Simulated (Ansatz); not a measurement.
Geometry optimisation, Ansatz 0.2.0, UKS LDA/def2-SVP.

Input:

```yaml
crystal:
  periodic: [false, false, false]
  atoms:
    - { symbol: Si, position_ang: [-0.985216, -0.504702, -0.854086] }
    - { symbol: Cl, position_ang: [-0.316224, -2.11209, -2.039014] }
    - { symbol: "N", position_ang: [0.454882, -0.177949, 0.00488] }
    - { symbol: C, position_ang: [0.762724, 0.785908, 1.015309] }
    - { symbol: H, position_ang: [1.187506, -0.830102, -0.288536] }
    - { symbol: H, position_ang: [-2.144521, -1.002265, -0.026266] }
    - { symbol: H, position_ang: [-1.477712, 0.602524, -1.752547] }
    - { symbol: H, position_ang: [-0.113666, 1.445119, 1.209406] }
    - { symbol: H, position_ang: [1.029629, 0.327201, 1.999658] }
    - { symbol: H, position_ang: [1.602497, 1.466256, 0.731195] }
magnetization:
  spin_polarized: true
basis:
  gaussian: { orbitals: def2-SVP }
hamiltonian:
  xc: lda
relax:
  f_tol: 0.03
  max_steps: 50
output:
  orbitals: {}
```

Command:

```bash
$ ansatz run input.yaml --threads 2 --pin off --max-ram 3072MiB --backend cpu --events-out ev --progress --plain --runs-dir out
```

Question: Where does it end, and by what steps?

Answer: The forces met the threshold. After 19 steps the energy has fallen by 0.237 eV; Cl2 moved furthest, 1.40 Å.

```json
{"step": "0", "energy less start (eV)": "0.0000", "largest force component (eV/Å)": "0.568", "accepted": "yes"}
{"step": "1", "energy less start (eV)": "-0.0313", "largest force component (eV/Å)": "0.197", "accepted": "yes"}
{"step": "2", "energy less start (eV)": "-0.0418", "largest force component (eV/Å)": "0.262", "accepted": "yes"}
{"step": "3", "energy less start (eV)": "-0.0540", "largest force component (eV/Å)": "0.087", "accepted": "yes"}
{"step": "4", "energy less start (eV)": "-0.0574", "largest force component (eV/Å)": "0.119", "accepted": "yes"}
{"step": "5", "energy less start (eV)": "-0.0597", "largest force component (eV/Å)": "0.080", "accepted": "yes"}
{"step": "6", "energy less start (eV)": "-0.0786", "largest force component (eV/Å)": "0.176", "accepted": "yes"}
{"step": "7", "energy less start (eV)": "-0.0736", "largest force component (eV/Å)": "0.511", "accepted": "no"}
{"step": "8", "energy less start (eV)": "-0.0918", "largest force component (eV/Å)": "0.082", "accepted": "yes"}
{"step": "9", "energy less start (eV)": "-0.1038", "largest force component (eV/Å)": "0.088", "accepted": "yes"}
{"step": "10", "energy less start (eV)": "-0.1144", "largest force component (eV/Å)": "0.191", "accepted": "yes"}
{"step": "11", "energy less start (eV)": "-0.1183", "largest force component (eV/Å)": "0.329", "accepted": "yes"}
{"step": "12", "energy less start (eV)": "-0.1323", "largest force component (eV/Å)": "0.285", "accepted": "yes"}
{"step": "13", "energy less start (eV)": "-0.1615", "largest force component (eV/Å)": "0.302", "accepted": "yes"}
{"step": "14", "energy less start (eV)": "-0.1828", "largest force component (eV/Å)": "0.566", "accepted": "yes"}
{"step": "15", "energy less start (eV)": "-0.2003", "largest force component (eV/Å)": "0.544", "accepted": "yes"}
{"step": "16", "energy less start (eV)": "-0.2174", "largest force component (eV/Å)": "0.538", "accepted": "yes"}
{"step": "17", "energy less start (eV)": "-0.2348", "largest force component (eV/Å)": "0.146", "accepted": "yes"}
{"step": "18", "energy less start (eV)": "-0.2357", "largest force component (eV/Å)": "0.078", "accepted": "yes"}
{"step": "19", "energy less start (eV)": "-0.2366", "largest force component (eV/Å)": "0.010", "accepted": "yes"}
```

```xyz
10
Properties=species:S:1:pos:R:3
Si -0.973 -0.675 -0.718
Cl -0.181 -0.854 -2.636
N 0.172 -0.387 0.519
C 0.842 0.866 0.725
H 0.644 -1.201 0.926
H -1.653 -1.974 -0.401
H -1.898 0.506 -0.767
H 0.208 1.695 0.338
H 1.010 1.074 1.806
H 1.829 0.950 0.208
```

Time of the run: 33 s on 2 threads of Arm Neoverse V1 (shared host), peak memory 0.16 GiB.
